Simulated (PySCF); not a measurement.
TiHCl3 (singlet state).
Bonds: Ti1–Cl3, Ti1–Cl4, Ti1–Cl5. Hydrogens: H2 on Ti1.

A linear-response calculation (PySCF, def2-SVPD basis, gas phase, vertical, core orbitals frozen in the response) gave these numbers; the functional is withheld.

Orbital energies (eV): HOMO-3 -11.60, HOMO-2 -11.59, HOMO-1 -11.41, HOMO -11.04, LUMO -2.54, LUMO+1 -2.54, LUMO+2 -1.99.

| state | E (eV) | f | main configurations (H = HOMO, L = LUMO) |
| --- | --- | --- | --- |
| S1 | 3.73 | 0.0018 | H-1→L/L+1 (≥96%) |
| S2 | 3.73 | 0.0015 | H-1→L/L+1 (≥96%) |
| S3 | 4.65 | 0.0011 | H-1→L+2 (81%), H→L/L+1 (≥10%) |
| S4 | 4.66 | 0.0005 | H-1→L+3 (69%), H→L/L+1 (≥20%) |
| S5 | 4.70 | 0.0029 | H→L/L+1 (≥80%), H-1→L+2 (13%) |
| S6 | 4.70 | 0.0036 | H→L/L+1 (≥62%), H-1→L+3 (25%) |

Triplets, Tamm–Dancoff:

| state | E (eV) | λ (nm) | main configurations (H = HOMO, L = LUMO) |
| --- | --- | --- | --- |
| T1 | 3.27 | 379.3 | H-1→L/L+1 (≥96%) |
| T2 | 3.28 | 378.5 | H-1→L/L+1 (≥96%) |
| T3 | 4.10 | 302.7 | H-1→L+4 (92%) |

Vertical ionisation energy by ΔSCF with the same functional: 11.95 eV. Mean static polarisability: 79.6 au.

Orbitals of the list HOMO-3 to LUMO+2 that lie within 0.01 eV of each other are written together with a slash and their weights summed (≥ marks a lower bound); for degenerate orbitals outside that list single weights are arbitrary.

Question: Which of these was used?
A. PBE
B. HF
C. PBE0
D. CAM-B3LYP

Answer: D. CAM-B3LYP is range-separated, 19% exact exchange at short range and 65% at long range (ω = 0.33 bohr⁻¹). In this run −ε(HOMO) = 11.04 eV differs from the ΔSCF value by -0.90 eV, and S1 differs from the orbital gap of 8.50 eV by -4.78 eV. The ratio −ε(HOMO)/IP is 0.92. Small neutral molecules mostly give 0.85 to 0.93 with CAM-B3LYP, 0.5 to 0.7 with PBE, 0.7 to 0.83 with PBE0; Hartree–Fock can't fall below 1, since the ion's relaxation only lowers the ΔSCF value.

Method: TDDFT CAM-B3LYP/def2-SVPD, vertical, gas phase, core orbitals frozen in the response (PySCF 2.14.0, density-fitted response routines). Isolated species at its PBE0-D3(BJ)/def2-SVP geometry, gas phase.
